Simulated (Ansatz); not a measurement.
Start from `[CH3][Ge]([F])([F])[Cl]` and change one atom or group to get `[CH3][GeH]([F])[Cl]`.

Ansatz, PBE0-D4/def2-TZVP geometries, multiplicity 1. 

Scalar relativity is left out up to krypton.

| property | `[CH3][Ge]([F])([F])[Cl]` |
| --- | --- |
| ideal-gas entropy at 298 K and 1 bar (rigid rotor, harmonic PBE0-D4/def2-TZVP) / J/(mol·K) | 357 |
| HOMO energy (PBE/def2-TZVPP) / eV | -8.17 |
| LUMO energy (ωB97M-V/def2-TZVPP) / eV | 1.57 |
| HOMO–LUMO gap (PBE/def2-TZVPP) / eV | 6.70 |
| LUMO energy (PBE/def2-TZVPP) / eV | -1.47 |
| size of the dipole moment (ωB97M-V/def2-TZVPP) / D | 3.27 |

Task: Give the same properties after the change, and the shifts. (Estimate.)

Result: Computed: 
```tsv
property	`[CH3][GeH]([F])[Cl]`	shift
ideal-gas entropy at 298 K and 1 bar (rigid rotor, harmonic PBE0-D4/def2-TZVP) / J/(mol·K)	336	-21
HOMO energy (PBE/def2-TZVPP) / eV	-7.50	0.67
LUMO energy (ωB97M-V/def2-TZVPP) / eV	2.15	0.58
HOMO–LUMO gap (PBE/def2-TZVPP) / eV	6.68	-0.02
LUMO energy (PBE/def2-TZVPP) / eV	-0.82	0.65
size of the dipole moment (ωB97M-V/def2-TZVPP) / D	2.92	-0.35
```

With PBE0 the HOMO rises by 0.73 eV and the LUMO rises by 0.59 eV, so the gap narrows by about 0.14 eV. PBE moves the HOMO by 0.67 eV and ωB97M-V by 0.77 eV. Dipoles are sizes alone; their direction can turn.
